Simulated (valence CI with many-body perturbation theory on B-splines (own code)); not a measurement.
# E1 line list for Tm LV

Level of theory: valence CI with perturbative core correlation (CI+MBPT): five valence electrons over a frozen Dirac-Fock core [Ne], radial functions for each j: 9 s, 9 p, 8 d, 6 f, 3 g, 1 h, with the one-electron correlation potential Σ1, the two-electron term Σ2, the three-electron term Σ3, Breit, model QED; selected CI, second order for the rest (own B-spline code, finite nucleus).

The last digits are not significant, and no measured levels were compared; by estimate large intervals hold to a few tenths of a per cent, small ones and those within an open d or f shell to about a per cent. Among the levels kept, up to 580 cm⁻¹ of a level comes from second order outside the variational space, and about a tenth of that is noise between levels of different J, which matters for small intervals.

Lines 101 to 150 of 223 in falling wavelength, among levels below 5985.8 × 10³ cm⁻¹, chosen from the strongest by gf and those to the six lowest levels. Wavelengths and rates use the calculated energies. Electric multipoles are in the length gauge, E1 and E2 with the static RPA response of the core. Weak lines are less certain than strong ones. Lines between different terms over intervals too small for the method are left out, as are lines whose strength nearly cancels. The highest levels of a list are the least certain.

Levels are named by their leading jj configuration (3d3/2^4 stands for four electrons in 3d with j = 3/2), which in mixed levels can hold well under half, so a name can repeat and another be missing. Letters in brackets count levels of one name in rising energy.

| λ vac (nm) | Upper | Lower | A (s⁻¹) | log gf | Branch % |
| --- | --- | --- | --- | --- | --- |
| 5.383 | (3s^2 3p3/2^3) J=3/2 | (3s^2 3p1/2^2 3d5/2) J=5/2 | 3.48e+06 | -5.22 | 0.9 |
| 5.358 | (3s 3p1/2^2 3p3/2 3d3/2) J=3/2 [b] | (3s 3p1/2^2 3p3/2^2) J=5/2 | 3.60e+09 | -2.21 | 0.9 |
| 5.276 | (3s^2 3p1/2 3p3/2 3d3/2) J=5/2 [b] | (3s^2 3p1/2 3p3/2^2) J=5/2 | 2.48e+09 | -2.21 | 0.1 |
| 5.177 | (3s^2 3p1/2 3d3/2 3d5/2) J=5/2 | (3s^2 3p1/2 3p3/2 3d3/2) J=3/2 [b] | 2.64e+09 | -2.20 | 0.9 |
| 5.085 | (3s^2 3p1/2 3p3/2 3d3/2) J=3/2 [b] | (3s^2 3p1/2 3p3/2^2) J=5/2 | 8.87e+08 | -2.86 | 0.0 |
| 5.041 | (3s^2 3p1/2 3p3/2 3d3/2) J=5/2 [b] | (3s^2 3p1/2 3p3/2^2) J=3/2 | 5.65e+08 | -2.89 | 0.0 |
| 4.920 | (3s 3p1/2^2 3p3/2 3d5/2) J=5/2 [a] | (3s 3p1/2^2 3p3/2^2) J=3/2 | 2.82e+09 | -2.21 | 1.0 |
| 4.920 | (3s^2 3p1/2 3p3/2 3d5/2) J=3/2 [a] | (3s^2 3p1/2 3p3/2^2) J=1/2 | 1.15e+09 | -2.78 | 0.9 |
| 4.869 | (3s^2 3p1/2 3p3/2 3d3/2) J=1/2 [b] | (3s^2 3p1/2 3p3/2^2) J=3/2 | 6.50e+09 | -2.34 | 0.3 |
| 4.866 | (3s^2 3p1/2 3p3/2 3d3/2) J=3/2 [b] | (3s^2 3p1/2 3p3/2^2) J=3/2 | 4.79e+07 | -4.17 | 0.0 |
| 4.851 | (3s^2 3p1/2 3p3/2 3d5/2) J=7/2 [a] | (3s^2 3p1/2 3p3/2^2) J=5/2 | 7.41e+08 | -2.68 | 90.2 |
| 4.768 | (3s 3p1/2^2 3p3/2 3d5/2) J=3/2 [a] | (3s 3p1/2^2 3p3/2^2) J=1/2 | 1.34e+10 | -1.74 | 6.5 |
| 4.764 | (3s^2 3p1/2 3d3/2^2) J=3/2 | (3s^2 3p1/2 3p3/2 3d3/2) J=1/2 [a] | 4.11e+09 | -2.25 | 0.1 |
| 4.749 | (3s 3p1/2^2 3p3/2 3d5/2) J=3/2 [a] | (3s 3p1/2^2 3p3/2^2) J=3/2 | 4.11e+10 | -1.25 | 20.0 |
| 4.743 | (3s 3p1/2^2 3p3/2 3d5/2) J=5/2 [b] | (3s^2 3p1/2 3p3/2 3d3/2) J=3/2 [a] | 4.65e+09 | -2.03 | 0.6 |
| 4.661 | (3s^2 3p1/2 3p3/2 3d5/2) J=3/2 [a] | (3s^2 3p1/2 3p3/2^2) J=5/2 | 1.33e+10 | -1.76 | 10.2 |
| 4.600 | (3s^2 3p1/2 3p3/2 3d5/2) J=5/2 [a] | (3s^2 3p1/2 3p3/2^2) J=5/2 | 6.37e+10 | -0.92 | 53.1 |
| 4.565 | (3s^2 3p1/2 3d3/2 3d5/2) J=7/2 | (3s^2 3p1/2 3p3/2 3d3/2) J=7/2 | 3.57e+10 | -1.05 | 14.4 |
| 4.504 | (3s^2 3p1/2 3d3/2 3d5/2) J=5/2 | (3s^2 3p1/2 3p3/2 3d3/2) J=7/2 | 1.46e+10 | -1.57 | 4.8 |
| 4.477 | (3s^2 3p1/2 3p3/2 3d5/2) J=3/2 [a] | (3s^2 3p1/2 3p3/2^2) J=3/2 | 1.02e+11 | -0.91 | 77.9 |
| 4.434 | (3s^2 3p1/2^2 3d5/2) J=5/2 | (3s^2 3p1/2^2 3p3/2) J=3/2 | 1.57e+11 | -0.56 | 100.0 |
| 4.433 | (3s 3p1/2^2 3p3/2 3d5/2) J=5/2 [a] | (3s 3p1/2^2 3p3/2^2) J=5/2 | 1.16e+11 | -0.69 | 42.8 |
| 4.420 | (3s^2 3p1/2 3p3/2 3d5/2) J=5/2 [a] | (3s^2 3p1/2 3p3/2^2) J=3/2 | 3.45e+10 | -1.22 | 28.8 |
| 4.399 | (3s 3p1/2^2 3p3/2 3d5/2) J=1/2 | (3s 3p1/2^2 3p3/2^2) J=1/2 | 2.09e+11 | -0.92 | 74.4 |
| 4.383 | (3s^2 3p1/2 3d3/2 3d5/2) J=7/2 | (3s^2 3p1/2 3p3/2 3d3/2) J=5/2 [a] | 1.49e+11 | -0.47 | 59.9 |
| 4.383 | (3s 3p1/2^2 3p3/2 3d5/2) J=1/2 | (3s 3p1/2^2 3p3/2^2) J=3/2 | 1.79e+10 | -1.99 | 6.4 |
| 4.370 | (3s^2 3p1/2 3d3/2 3d5/2) J=5/2 | (3s^2 3p1/2 3p3/2 3d3/2) J=3/2 [a] | 1.12e+11 | -0.71 | 36.8 |
| 4.369 | (3s^2 3p1/2 3p3/2 3d5/2) J=3/2 [b] | (3s^2 3p1/2 3p3/2^2) J=1/2 | 1.87e+11 | -0.67 | 67.9 |
| 4.337 | (3s^2 3p1/2 3d3/2^2) J=3/2 | (3s 3p1/2^2 3p3/2^2) J=1/2 | 2.18e+10 | -1.61 | 0.7 |
| 4.327 | (3s^2 3p1/2 3d3/2 3d5/2) J=5/2 | (3s^2 3p1/2 3p3/2 3d3/2) J=5/2 [a] | 9.50e+10 | -0.80 | 31.1 |
| 4.321 | (3s^2 3p1/2 3d3/2^2) J=3/2 | (3s 3p1/2^2 3p3/2^2) J=3/2 | 1.23e+10 | -1.86 | 0.4 |
| 4.315 | (3s 3p1/2^2 3p3/2 3d5/2) J=7/2 [a] | (3s 3p1/2^2 3p3/2^2) J=5/2 | 2.02e+11 | -0.34 | 81.4 |
| 4.315 | (3s^2 3p1/2 3p3/2 3d5/2) J=1/2 | (3s^2 3p1/2 3p3/2^2) J=1/2 | 2.95e+11 | -0.78 | 75.2 |
| 4.305 | (3s 3p1/2^2 3p3/2 3d5/2) J=5/2 [b] | (3s 3p1/2^2 3p3/2^2) J=3/2 | 3.17e+11 | -0.28 | 43.8 |
| 4.294 | (3s 3p1/2^2 3p3/2 3d5/2) J=3/2 [a] | (3s 3p1/2^2 3p3/2^2) J=5/2 | 3.53e+10 | -1.41 | 17.2 |
| 4.284 | (3s 3p1/2^2 3p3/2 3d5/2) J=3/2 [b] | (3s 3p1/2^2 3p3/2^2) J=1/2 | 1.27e+11 | -0.85 | 9.4 |
| 4.281 | (3s^2 3p1/2 3p3/2 3d5/2) J=5/2 [b] | (3s^2 3p1/2 3p3/2^2) J=5/2 | 8.48e+10 | -0.85 | 14.8 |
| 4.280 | (3s^2 3p1/2 3d3/2 3d5/2) J=3/2 | (3s^2 3p1/2 3p3/2 3d3/2) J=1/2 [a] | 8.19e+10 | -1.05 | 23.4 |
| 4.280 | (3s^2 3p1/2 3d3/2 3d5/2) J=3/2 | (3s^2 3p1/2 3p3/2 3d3/2) J=3/2 [a] | 1.42e+11 | -0.81 | 40.5 |
| 4.277 | (3s^2 3p1/2 3p3/2 3d5/2) J=7/2 [b] | (3s^2 3p1/2 3p3/2^2) J=5/2 | 3.47e+11 | -0.12 | 100.0 |
| 4.268 | (3s 3p1/2^2 3p3/2 3d5/2) J=3/2 [b] | (3s 3p1/2^2 3p3/2^2) J=3/2 | 1.52e+10 | -1.78 | 1.1 |
| 4.238 | (3s^2 3p1/2 3d3/2 3d5/2) J=3/2 | (3s^2 3p1/2 3p3/2 3d3/2) J=5/2 [a] | 3.29e+10 | -1.45 | 9.4 |
| 4.163 | (3s^2 3p1/2 3p3/2 3d5/2) J=3/2 [b] | (3s^2 3p1/2 3p3/2^2) J=5/2 | 5.45e+10 | -1.25 | 19.8 |
| 4.131 | (3s^2 3p3/2^3) J=3/2 | (3s^2 3p1/2^2 3d3/2) J=3/2 | 5.12e+07 | -4.28 | 12.7 |
| 4.125 | (3s^2 3p1/2 3p3/2 3d5/2) J=5/2 [b] | (3s^2 3p1/2 3p3/2^2) J=3/2 | 4.79e+11 | -0.13 | 83.5 |
| 4.091 | (3s 3p1/2^2 3p3/2 3d5/2) J=7/2 [b] | (3s 3p1/2^2 3p3/2^2) J=5/2 | 1.26e+11 | -0.60 | 17.2 |
| 4.016 | (3s^2 3p1/2 3p3/2 3d5/2) J=3/2 [b] | (3s^2 3p1/2 3p3/2^2) J=3/2 | 1.21e+08 | -3.93 | 0.0 |
| 3.995 | (3s^2 3p1/2 3d3/2 3d5/2) J=5/2 | (3s 3p1/2^2 3p3/2^2) J=3/2 | 6.15e+09 | -2.05 | 2.0 |
| 3.970 | (3s^2 3p1/2 3p3/2 3d5/2) J=1/2 | (3s^2 3p1/2 3p3/2^2) J=3/2 | 6.20e+10 | -1.53 | 15.8 |
| 3.927 | (3s 3p1/2^2 3p3/2 3d5/2) J=5/2 [b] | (3s 3p1/2^2 3p3/2^2) J=5/2 | 2.70e+10 | -1.43 | 3.7 |
